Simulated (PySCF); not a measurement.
Computed IR spectrum (relative IR intensity) of a molecule CH10N2Si3. Coordinates come from a PBE0-D3(BJ)/def2-SVP optimisation. One conformer was computed; it need not be the lowest. Computed with PBE0-D3(BJ)/def2-SVP (PySCF). Frequencies are harmonic and unscaled.

Lines under 2 % of the strongest are left out, and lines within 2 cm⁻¹ are merged.

```json
[
 {"ν (cm⁻¹)": "199", "relative intensity": "3.5"},
 {"ν (cm⁻¹)": "288", "relative intensity": "11"},
 {"ν (cm⁻¹)": "369", "relative intensity": "44"},
 {"ν (cm⁻¹)": "390", "relative intensity": "13"},
 {"ν (cm⁻¹)": "420", "relative intensity": "3.1"},
 {"ν (cm⁻¹)": "455", "relative intensity": "3.6"},
 {"ν (cm⁻¹)": "541", "relative intensity": "38"},
 {"ν (cm⁻¹)": "544", "relative intensity": "5.9"},
 {"ν (cm⁻¹)": "607", "relative intensity": "16"},
 {"ν (cm⁻¹)": "696", "relative intensity": "5.4"},
 {"ν (cm⁻¹)": "709", "relative intensity": "2.5"},
 {"ν (cm⁻¹)": "734", "relative intensity": "15"},
 {"ν (cm⁻¹)": "746", "relative intensity": "17"},
 {"ν (cm⁻¹)": "753", "relative intensity": "11"},
 {"ν (cm⁻¹)": "839", "relative intensity": "25"},
 {"ν (cm⁻¹)": "856", "relative intensity": "100"},
 {"ν (cm⁻¹)": "882", "relative intensity": "69"},
 {"ν (cm⁻¹)": "911", "relative intensity": "74"},
 {"ν (cm⁻¹)": "913", "relative intensity": "10"},
 {"ν (cm⁻¹)": "948", "relative intensity": "24"},
 {"ν (cm⁻¹)": "1120", "relative intensity": "69"},
 {"ν (cm⁻¹)": "1255", "relative intensity": "9.3"},
 {"ν (cm⁻¹)": "1427", "relative intensity": "2.1"},
 {"ν (cm⁻¹)": "1538", "relative intensity": "24"},
 {"ν (cm⁻¹)": "2186", "relative intensity": "61"},
 {"ν (cm⁻¹)": "2197", "relative intensity": "74"},
 {"ν (cm⁻¹)": "2206", "relative intensity": "21"},
 {"ν (cm⁻¹)": "2223", "relative intensity": "46"},
 {"ν (cm⁻¹)": "3612", "relative intensity": "10"},
 {"ν (cm⁻¹)": "3615", "relative intensity": "15"},
 {"ν (cm⁻¹)": "3719", "relative intensity": "12"}
]
```

Which structure fits?
(A) N[Si@H]1[SiH2]CN[SiH2]1
(B) N[SiH2][Si@H]1NC[SiH2]1
(C) C[Si@H]1N[Si@@H](N)[SiH2]1
(D) C1[SiH2]N[SiH2]N[SiH2]1

C, C[Si@H]1N[Si@@H](N)[SiH2]1
